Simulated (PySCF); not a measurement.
C4H7, doublet, at a GFN2-xTB geometry. Base run: DF-TPSS/STO-3G (PySCF).

Input for PySCF:
```python
from pyscf import gto, scf, dft

mol = gto.M(
    atom='''
C    -0.387141    1.284325   -0.480412
C     0.061205    0.067531   -0.019894
C     1.403337   -0.231442    0.050073
C    -0.941009   -0.974837    0.399012
H    -1.435540    1.514871   -0.533323
H     0.302468    2.043441   -0.803212
H     1.748844   -1.183062    0.410879
H     2.147584    0.481201   -0.256528
H    -1.873155   -0.513627    0.714517
H    -1.156066   -1.636763   -0.439712
H    -0.552487   -1.579519    1.214704
''',
    basis='sto-3g',
    charge=0,
    spin=1,
    verbose=5,
)

mf = dft.UKS(mol)
mf.xc = 'tpss'
mf = mf.density_fit(auxbasis='def2-universal-jkfit')
mf.kernel()
```

The base run was repeated with changes; each row names its change, and settings that it needs were set with it.

| change | basis functions | E (Eh) | HOMO (eV) | dipole (D) | core-seconds (rough) |
|---|---|---|---|---|---|
| base | 27 | -154.72856 | -2.64 | 0.21 | 9 |
| basis = 6-31G | 50 | -156.56951 | -4.30 | 0.32 | 10 |
| basis = 6-31G* | 70 | -156.59949 | -4.31 | 0.29 | 20 |
| basis = 6-31+G* | 86 | -156.60625 | -4.58 | 0.33 | 20 |
| basis = pcseg-1 | 91 | -156.57356 | -4.61 | 0.32 | 20 |
| basis = def2-SVP | 91 | … | … | … | 20 |
| basis = pc-1 | 91 | -156.57665 | -4.61 | 0.32 | 30 |
| basis = 6-311G** | 114 | -156.64401 | -4.54 | 0.30 | 30 |
| basis = def2-SVPD | … | … | -4.65 | … | 40 |
| basis = 6-311++G** | 137 | -156.64625 | -4.64 | 0.32 | 40 |
| basis = def2-TZVP | … | … | … | 0.30 | 50 |
| basis = def2-TZVPD | 211 | -156.66234 | -4.65 | 0.30 | 50 |
| basis = def2-TZVPP | … | … | -4.64 | 0.30 | 50 |

**Question.** Complete the blanks.

**Answer.** 
- basis = def2-SVP, E (Eh): -156.49203
- basis = def2-SVP, HOMO (eV): -4.53
- basis = def2-SVP, dipole (D): 0.31
- basis = def2-SVPD, basis functions: 136
- basis = def2-SVPD, E (Eh): -156.50019
- basis = def2-SVPD, dipole (D): 0.28
- basis = def2-TZVP, basis functions: 166
- basis = def2-TZVP, E (Eh): -156.66179
- basis = def2-TZVP, HOMO (eV): -4.63
- basis = def2-TZVPP, basis functions: 222
- basis = def2-TZVPP, E (Eh): -156.66412

Totals compare only among sets that treat the same electrons; sets with core potentials leave the core out.

Open shells are given as the SCF converged; they aren't shown to be the lowest states, and a large step between rows can be another state.
